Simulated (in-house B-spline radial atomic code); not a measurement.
What moves the levels of Ba ([Xe] 6s2)? Level of theory: Dirac-Hartree-Fock, average of configuration, Fermi nucleus of rms radius 4.8092 fm; calculated with an all-electron radial atomic-structure program (B-spline basis).

Baseline run (computed): total energy -8135.6537 hartree, 1s1/2 at -1383.838 hartree, 6s1/2 at -4.4402 eV with <r> = 5.083 bohr.

Changing the nucleus:

```tsv
nucleus	ΔE (eV)
Fermi nucleus of rms radius 4.8176 fm, A = 121	0.0286
Fermi nucleus of rms radius 4.8153 fm, A = 122	0.0208
Fermi nucleus of rms radius 4.8135 fm, A = 123	0.0146
Fermi nucleus of rms radius 4.8185 fm, A = 124	0.0317
Fermi nucleus of rms radius 4.8177 fm, A = 125	0.029
Fermi nucleus of rms radius 4.8221 fm, A = 126	0.044
Fermi nucleus of rms radius 4.8204 fm, A = 127	0.0382
Fermi nucleus of rms radius 4.8255 fm, A = 128	0.0556
Fermi nucleus of rms radius 4.8248 fm, A = 129	0.0532
Fermi nucleus of rms radius 4.8283 fm, A = 130	0.0651
Fermi nucleus of rms radius 4.8276 fm, A = 131	0.0627
Fermi nucleus of rms radius 4.8303 fm, A = 132	0.072
Fermi nucleus of rms radius 4.8286 fm, A = 133	0.0661
Fermi nucleus of rms radius 4.8322 fm, A = 134	0.0784
Fermi nucleus of rms radius 4.8294 fm, A = 135	0.0689
Fermi nucleus of rms radius 4.8334 fm, A = 136	0.0825
Fermi nucleus of rms radius 4.8314 fm, A = 137	0.0757
Fermi nucleus of rms radius 4.8378 fm, A = 138	0.0976
Fermi nucleus of rms radius 4.8513 fm, A = 139	0.144
Fermi nucleus of rms radius 4.8684 fm, A = 140	0.203
Fermi nucleus of rms radius 4.8807 fm, A = 141	0.245
Fermi nucleus of rms radius 4.8953 fm, A = 142	0.295
Fermi nucleus of rms radius 4.9087 fm, A = 143	0.342
Fermi nucleus of rms radius 4.9236 fm, A = 144	0.393
Fermi nucleus of rms radius 4.9345 fm, A = 145	0.431
Fermi nucleus of rms radius 4.9479 fm, A = 146	0.478
Fermi nucleus of rms radius 4.9731 fm, A = 148	0.566
```

A larger nucleus binds the electrons less, roughly as the density at the nucleus times the change of the nuclear <r²>. The reference is A = 120.
